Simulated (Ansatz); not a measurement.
Basis sets compared for Cu₆Si⁺. The state is a doublet with charge 1. Geometry PBE-D4/def2-SVP. Ansatz on 4 threads of Intel Xeon on a shared host; times are rough, and most runs start from earlier orbitals.

| atom | x (Å) | y (Å) | z (Å) |
| --- | --- | --- | --- |
| Si1 | -0.739 | 1.664 | -0.482 |
| Cu2 | -0.634 | -0.278 | 0.875 |
| Cu3 | 1.185 | -1.618 | -0.066 |
| Cu4 | -1.091 | -2.252 | -0.424 |
| Cu5 | -0.147 | -0.284 | -1.544 |
| Cu6 | -0.028 | 1.894 | 1.683 |
| Cu7 | 1.455 | 0.874 | -0.042 |

Another isomer (doublet) lies 0.45 eV lower at PBE0-D4/def2-TZVP; other spin states weren't run for this one.

| level | functions | energy (Eh) | HOMO (eV) | LUMO (eV) | wall time |
| --- | --- | --- | --- | --- | --- |
| PBE-D4/def2-SVP | 204 | -10129.4503 | -8.36 | -7.92 | 20 s |
| PBE0-D4/def2-SVP | 204 | -10129.4541 | -9.01 | -7.02 | 46 s |

**Question.** Estimate the rows for PBE-D4/def2-TZVP (with forces), PBE0-D4/def2-TZVP.

**Answer.** 
```csv
level,functions,energy (Eh),HOMO (eV),LUMO (eV),wall time
PBE-D4/def2-TZVP (with forces),307,-10131.0295,-8.68,-8.23,45 s
PBE0-D4/def2-TZVP,307,-10130.9825,-9.31,-7.28,1.9 min
```
